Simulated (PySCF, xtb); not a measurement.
F4Ge, SMILES [F][Ge-]([F])([F])[F] (connectivity only; charge and spin as stated), charge -1, multiplicity 2.

Harmonic wavenumbers (cm⁻¹) from GFN2-xTB (xtb 6.7.1) at its own minimum, in rising order: 21, 22, 42, 50, 50, 241, 241, 264, 305.

What does B3LYP-D3(BJ)/def2-SVPD run with PySCF give at its own minimum? (An estimate is asked for; the answer gives what the named calculation found.)

23, 23, 208, 250, 250, 464, 508, 508, 601. Paired by order, the mean absolute difference is 177 cm⁻¹ and the zero-point energies are 1.8 and 4.1 kcal/mol.
